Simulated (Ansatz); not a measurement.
Reaction (SMILES): [BH]F (BH-F) → B atom + F atom + H atom
B3LYP-D3(BJ)/def2-TZVP geometries, fixed; electronic energies without zero-point terms.
Largest species:
```
B
F 1 1.3046
H 1 1.2028 2 121.00
```
Charge 0, spin multiplicity 2.

Basis-set convergence of the atomisation energy at HF with Ansatz (a first-principles code). All functions are spherical. Open shells are unrestricted. No added dispersion term, no relativity. Functions are those of the species that has most. Reference: the value in aug-pcseg-3, 186.52 kcal/mol, itself unsure by roughly 0.56 kcal/mol (its mean distance from aug-cc-pVQZ, cc-pV5Z, def2-QZVPPD). Deviations are taken from unrounded values.

| basis | functions | atomisation energy (kcal/mol) | minus reference (kcal/mol) |
|---|---|---|---|
| 6-31G | 20 | 162.66 | -23.86 |
| pcseg-1 | 33 | 180.95 | -5.56 |
| 6-311G** | 42 | 179.88 | -6.63 |
| 6-311+G** | 50 | 180.18 | -6.33 |
| def2-TZVP | 68 | 185.17 | -1.34 |
| aug-cc-pVTZ | 115 | 185.43 | -1.09 |
| cc-pVQZ | 140 | 185.92 | -0.60 |
| def2-QZVPP | 144 | 185.88 | -0.63 |
| cc-pV5Z | 237 | 185.99 | -0.53 |
